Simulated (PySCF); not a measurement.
Dipole response of Cu (copper, neutral)

[Ar] 3d9 4s1 4p1, one real determinant (an excited configuration). Calculation: PySCF 2.14, in aug-cc-pVQZ-PP with ECP10MDF (7s7p6d4f3g2h, 135 functions); a scalar-relativistic core potential. Coupled (time-dependent) response in atomic units; α is the mean over directions.

```csv
method,mean α (bohr³),"α xx, yy, zz",C₆ (like pair),S(−4)
TPSSh,72.90,"55.66, 55.66, 107.4",626.5,4308
```

S(−4) is the Cauchy moment in α(ω) = α(0) + S(−4) ω² + …

α(iu) at TPSSh:

| u (hartree) | α(iu) (bohr³) |
| --- | --- |
| 0 | 72.90 |
| 0.0500 | 64.09 |
| 0.100 | 49.09 |
| 0.200 | 28.10 |
| 0.300 | 17.67 |
| 0.500 | 9.066 |
| 0.750 | 5.260 |
| 1.00 | 3.600 |
| 1.50 | 2.128 |
| 2.00 | 1.466 |
| 3.00 | 0.8569 |
| 5.00 | 0.4169 |

The components differ because the open shell of this determinant is not spherical; for a pure term their mean is the scalar polarisability.

⟨L²⟩ = 8.03 against 12 for a pure F term, so this real determinant mixes terms. Energies and moments cover only the electrons outside the core potential.
